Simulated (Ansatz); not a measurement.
PtSe₂⁻. The state is a doublet with charge -1. Geometry PBE0-D4/def2-TZVP, that of the neutral singlet; atoms count from 1.

```xyz
3

Pt   -0.0050    0.0021   -0.0025
Se   -1.1953   -1.1845    1.3954
Se    1.2003    1.1825   -1.3929
```

In the def2 sets Pt takes a core potential; there is no spin–orbit coupling. The structure comes from a short search, and lower isomers may exist.

(1) Estimate the Mulliken populations from the PBE0/def2-TZVPD orbitals of Ansatz.

(2) Where does the spin sit?

(3) And the Mayer bond orders between bonded heavy atoms (over 0.3)?

## Answers

(1) 
```csv
atom,charge (e),spin (α − β),d electrons
Pt1,-0.12,0.32,8.46
Se2,-0.44,0.19,–
Se3,-0.44,0.49,–
```
Mulliken values and Mayer orders depend strongly on the basis. With diffuse functions, as here, like atoms can get unlike values, and bond orders can come out too low or too high.

(2) Summed by element: Pt 0.32, Se 0.68, of 1 unpaired in all. Largest on single atoms: Se3 0.49, Pt1 0.32, Se2 0.19.

(3) Pt1–Se2 1.60 (2.19 Å); Pt1–Se3 1.61 (2.19 Å). Values over 0.3 also appear between atoms too far apart for a bond (Se2–Se3 0.58 at 4.37 Å); they arise where an orbital or an unpaired electron spreads over both atoms.
